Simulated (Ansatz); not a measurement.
Mg9Se9. Total charge 0; singlet. Geometry PBE-D4/def2-SVP, basis def2-SVP, Ansatz.

```xyz
18

Mg   -2.814    1.444   -0.671
Mg   -0.073    2.587    0.713
Mg   -0.455   -0.177   -2.245
Mg    1.682    0.121    0.327
Mg   -0.951    2.923   -2.363
Mg    1.425   -2.541    2.213
Mg    0.243   -0.199    3.280
Mg    1.587   -3.348   -0.898
Mg   -1.191   -2.689   -0.207
Se   -0.232   -2.674   -2.584
Se   -2.048    3.860   -0.247
Se    1.262    1.757   -1.700
Se   -1.268   -0.228    0.642
Se    0.161   -4.447    0.994
Se   -2.521    1.073   -3.173
Se    2.045    2.056    2.168
Se   -0.063    2.367    3.399
Se    3.210   -1.884    0.351
```

```csv
run,HOMO (eV),LUMO (eV)
A,-4.50,-3.01
B,-5.40,-2.57
C,-4.79,-3.09
D,-4.70,-3.16
```

Single mean-field runs in def2-SVP are fitted with def2-universal-jkfit. Another isomer (singlet) lies 2.00 eV lower at PBE0-D4/def2-TZVP; other spin states weren't run for this one.

Q: The runs used BLYP, PBE, PBE0, r2SCAN. Estimate which is which.

A: A BLYP (0 % exact exchange); B PBE0 (25 % exact exchange); C r2SCAN (0 % exact exchange); D PBE (0 % exact exchange). Exact exchange lowers occupied and raises empty levels; among semilocal functionals meta-GGAs tend to open the gap a little, and such runs are hard to tell apart. The gap grows from 1.49 eV (BLYP) to 2.83 eV (PBE0).
